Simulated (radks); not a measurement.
Results of a calculation; reference values are marked as such.
All-electron atom: Cu18+ in [Ne] 3s1.

Code: a radial shooting solver on a logarithmic mesh with Libxc functionals. Model: scalar-relativistic Kohn-Sham, r2SCAN, spin-polarised, spherical densities, finite nucleus; open shells are filled with parallel spins first; meta-GGA in the generalised Kohn-Sham scheme; Fermi nuclear charge, rms radius 3.8823 fm.

Energy parts (hartree):
total: -1482.35314
kinetic: 1507.29177
electron-nucleus: -3233.93101
Hartree: 291.94902
exchange-correlation: -47.66292

Orbitals (lengths in bohr, moments of r in powers of bohr; <r^-3> diverges for s and p1/2):
| orbital | occ. | eigenvalue (hartree) | <1/r> | <r^-3> |
|---|---|---|---|---|
| 1s up | 1 | -352.0768 | 29.17 | - |
| 1s down | 1 | -352.0380 | 29.16 | - |
| 2s up | 1 | -63.95459 | 6.444 | - |
| 2s down | 1 | -63.91861 | 6.441 | - |
| 2p up | 3 | -58.70262 | 6.301 | 729.0 |
| 2p down | 3 | -58.65642 | 6.302 | 729.2 |
| 3s up | 1 | -24.12152 | 2.494 | - |
| 3s down | 0 | -23.32714 | 2.496 | - |
| 3p up | 0 | -22.46373 | 2.420 | 161.1 |
| 3p down | 0 | -21.75313 | 2.425 | 163.8 |
| 4s up | 0 | -12.06087 | 1.368 | - |

The highest occupied level is 3s up at -656.38 eV. Summed over all electrons, <r^2> = 0.8179 bohr^2, which gives a Langevin (diamagnetic) susceptibility term of -0.648 x 10^-6 cm^3/mol. The electron density at the nucleus is 2.24e+04 e/bohr^3 (large components only). The density falls to 0.001 e/bohr^3 at r = 1.28 bohr. For comparison, the ionisation energy in NIST's Atomic Spectra Database is 670.61 eV (semi-empirical). In exact Kohn-Sham theory the highest level is minus the ionisation energy, but local and semilocal functionals leave it too shallow, through self-interaction and a potential that decays too fast; potentials with the right tail come closer. Spin moment in Bohr magnetons: 1.
